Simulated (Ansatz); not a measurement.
FH6NO2Si2 (`O[SiH2]N[SiH](O)F`), relaxed with RKS PBE0-D4/def2-TZVP in Ansatz 0.2.0 from a GFN2-xTB geometry. The force threshold is 0.005 eV/Å; the program also tests the step.

The species carries charge 0 and has multiplicity 1.

Start:

```xyz
12

O    -1.980    0.403    0.118
Si   -0.832    1.453   -0.320
N     0.714    0.652   -0.163
Si    0.996   -1.035   -0.133
O    -0.181   -1.780    0.705
F     2.385   -1.250    0.657
H    -1.716   -0.501    0.299
H    -0.830    2.573    0.619
H    -1.047    1.845   -1.713
H     1.517    1.232   -0.329
H     1.075   -1.739   -1.393
H    -0.102   -1.853    1.653
```

By how much does the energy fall, and how many steps does the optimiser take? (Estimate.)

The calculation gave: 9.86 kJ/mol, in 17 steps, 2 of them rejected.

Which bonds change most? (Estimate.)

Computed: Si2–H8 from 1.461 to 1.489 Å; Si4–H11 from 1.445 to 1.470 Å; O1–Si2 from 1.616 to 1.638 Å; Si2–H9 from 1.463 to 1.482 Å.

Give the relaxed structure. (An estimate is asked.)

Ansatz gave: 
```xyz
12

O    -1.946    0.226   -0.380
Si   -0.804    1.401   -0.351
N     0.736    0.620   -0.211
Si    0.979   -1.063   -0.111
O    -0.076   -1.749    0.943
F     2.481   -1.268    0.387
H    -1.845   -0.504    0.239
H    -0.982    2.341    0.789
H    -0.944    2.155   -1.620
H     1.566    1.196   -0.195
H     0.799   -1.814   -1.362
H     0.035   -1.541    1.873
```
